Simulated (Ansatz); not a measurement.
Worked example: HF + SnH3(NH2) → NH3 + SnH3F

Species: HF, singlet; SnH3(NH2), singlet; NH3 `N`, singlet; SnH3F `[F][SnH3]`, singlet. The partners trade F for NH2: H–F and Sn–NH2 bonds give way to H–NH2 and Sn–F.

Shapes, held fixed at every level: PBE0-D4/def2-TZVP. Programs: Ansatz 0.2.0. The zero-point and thermal change to 298 K, harmonic and unscaled (PBE0-D4/def2-TZVP), is +3.5 kJ/mol.

At CCSD(T)/def2-TZVPP; 1 Eh = 2625.50 kJ/mol:

| species | energy (Eh) |
| --- | --- |
| HF | -100.344537 |
| SnH3(NH2) | -271.311971 |
| NH3 | -56.475945 |
| SnH3F | -315.202823 |

Question: Work out ΔH(298 K) of the reaction at this level.

Answer: 
1. Products less reactants: (-56.475945) + (-315.202823) − [(-100.344537) + (-271.311971)] = -0.022260 Eh = -58.4 kJ/mol.
2. With the thermal change: -58.4 + (+3.5) = -54.9 kJ/mol.

Other levels give -68.5 (B3LYP-D4/def2-TZVPP) to -51.3 kJ/mol (MP2/def2-TZVPP). No measured value is set beside it here. For atoms past krypton def2 sets carry core potentials with scalar relativity. Outer-core shells of Sn are correlated, in sets that cover them unevenly. The median of the other levels is -65.8 kJ/mol.
